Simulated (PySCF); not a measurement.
The dipole of 1-trimethylsilyl-1,2,4-triazole (`C[Si](C)(C)n1cncn1`) from its density and from atomic charges.

Coordinates (GFN2-xTB, Å) and charges (e) from the PBE0/pcSseg-1 density (PySCF):

| atom | x | y | z | Mulliken | IAO | Hirshfeld | ESP-fitted |
| --- | --- | --- | --- | --- | --- | --- | --- |
| C1 | -1.480 | -0.980 | -1.314 | -0.6508 | -0.7313 | -0.2143 | -0.7274 |
| Si2 | -0.689 | 0.186 | -0.036 | +1.0865 | +1.1868 | +0.4621 | +0.8238 |
| C3 | -1.369 | -0.087 | 1.719 | -0.6172 | -0.7299 | -0.2155 | -0.6637 |
| C4 | -0.727 | 2.002 | -0.584 | -0.6250 | -0.7269 | -0.2149 | -0.5883 |
| N5 | 1.031 | -0.265 | 0.028 | -0.5406 | -0.2508 | -0.0601 | +0.0794 |
| C6 | 1.721 | -1.344 | -0.388 | +0.2953 | +0.0384 | +0.0450 | +0.2539 |
| N7 | 2.987 | -1.247 | -0.079 | -0.4226 | -0.3512 | -0.2192 | -0.6823 |
| C8 | 3.052 | -0.054 | 0.553 | +0.2078 | +0.0407 | +0.0279 | +0.5642 |
| N9 | 1.904 | 0.563 | 0.638 | -0.2490 | -0.2701 | -0.1456 | -0.6315 |
| H10 | -0.989 | -0.902 | -2.281 | +0.1448 | +0.1604 | +0.0451 | +0.1529 |
| H11 | -1.435 | -2.019 | -1.002 | +0.1412 | +0.1565 | +0.0438 | +0.1591 |
| H12 | -2.526 | -0.732 | -1.460 | +0.1484 | +0.1633 | +0.0475 | +0.1964 |
| H13 | -2.409 | 0.215 | 1.794 | +0.1367 | +0.1564 | +0.0431 | +0.1620 |
| H14 | -0.802 | 0.490 | 2.444 | +0.1542 | +0.1689 | +0.0469 | +0.1749 |
| H15 | -1.307 | -1.132 | 2.011 | +0.1417 | +0.1590 | +0.0440 | +0.1474 |
| H16 | -0.450 | 2.109 | -1.629 | +0.1415 | +0.1596 | +0.0450 | +0.1422 |
| H17 | -1.717 | 2.430 | -0.460 | +0.1357 | +0.1555 | +0.0428 | +0.1404 |
| H18 | -0.030 | 2.593 | 0.003 | +0.1611 | +0.1756 | +0.0443 | +0.1503 |
| H19 | 1.267 | -2.163 | -0.906 | +0.1019 | +0.1677 | +0.0667 | +0.0990 |
| H20 | 3.963 | 0.348 | 0.948 | +0.1085 | +0.1712 | +0.0649 | +0.0475 |

What dipole does each set of charges give (1 e·Å = 4.803 D), and what does the density give?

The full density gives (-3.59, 0.13, -0.62) D, 3.64 D in size; dipole vectors point from the negative to the positive end.

```
    scheme     μx    μy     μz  size (D)  share of the full size (%)  angle to the full dipole (°)
  Mulliken  -3.55  0.22  -0.40      3.58                          98                             4
       IAO  -3.88  0.32  -0.60      3.94                         108                             3
 Hirshfeld  -2.69  0.19  -0.42      2.73                          75                             2
ESP-fitted  -3.60  0.15  -0.60      3.65                         100                             1
```

Which set comes closest?

Length of the difference vector: ESP-fitted 0.03 D, Mulliken 0.25 D, IAO 0.35 D, Hirshfeld 0.92 D. Closest: ESP-fitted. 

What is left for the Hirshfeld atoms' own dipoles?

The Hirshfeld atoms' densities add up to the full density, so μ = Σ q r + Σ (atomic dipoles). The atomic dipoles sum to (-3.59, 0.13, -0.62) − (-2.69, 0.19, -0.42) = (-0.90, -0.06, -0.20) D, 0.92 D in size.

With the origin at the mean of the coordinates, (0.000, 0.001, 0.000) Å, which are the largest single terms, by size, of the ESP-fitted dipole along the direction of the full one?

N7 +9.74, C8 -8.41, N9 +5.96, C1 -5.75, C3 -3.35 D; all 20 atoms together +3.65 D. The single terms depend on the origin, their sum doesn't.

Give the size of the full dipole in other units.

3.64 D = 1.433 au = 0.758 e·Å = 12.15 × 10⁻³⁰ C·m.

Isolated species at its GFN2-xTB geometry, gas phase.

Shape of the structure used: `[CH3:1][Si:2]([CH3:3])([CH3:4])[n:5]1[cH:6][n:7][cH:8][n:9]1`: C1–Si2–N5–C6 -16°.
